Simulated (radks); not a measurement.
The numbers below are computed, except where a source is named.
Q: Ionisation of the tin ion Sn38+, [Ne] 3s2, to [Ne] 3s1 as the strength of local exchange is varied. Level of theory: scalar-relativistic Kohn-Sham, Slater X-alpha exchange (alpha = 2/3 is LDA exchange), no correlation, spin-polarised, spherical densities, finite nucleus; Fermi nuclear charge, rms radius 4.6519 fm (a radial shooting solver on a logarithmic mesh with Libxc functionals).

| alpha | E(Sn38+) (hartree) | exchange (hartree) | IE (eV) | -e of the level emptied (eV) | <r> of it (bohr) |
|---|---|---|---|---|---|
| 0.641 | -4904.85189 | -80.14439 | 2680.9 | 2648.5 (3s) | 0.2980 |
| 0.667 | -4908.11499 | -83.43155 | 2683.5 | 2651.5 (3s) | 0.2978 |
| 0.67 | -4908.49160 | -83.81102 | 2683.8 | 2651.8 (3s) | 0.2978 |
| 0.859 | -4932.25606 | -107.79384 | 2702.8 | 2673.0 (3s) | 0.2965 |
| x | -4896.57505 | -71.81281 | 2674.3 | 2641.2 (3s) | 0.2984 |

Which alpha was used in the last row?

A: alpha = 0.575. NIST Atomic Spectra Database: 2687 eV (semi-empirical). The Delta-SCF value meets it near alpha = 0.70.
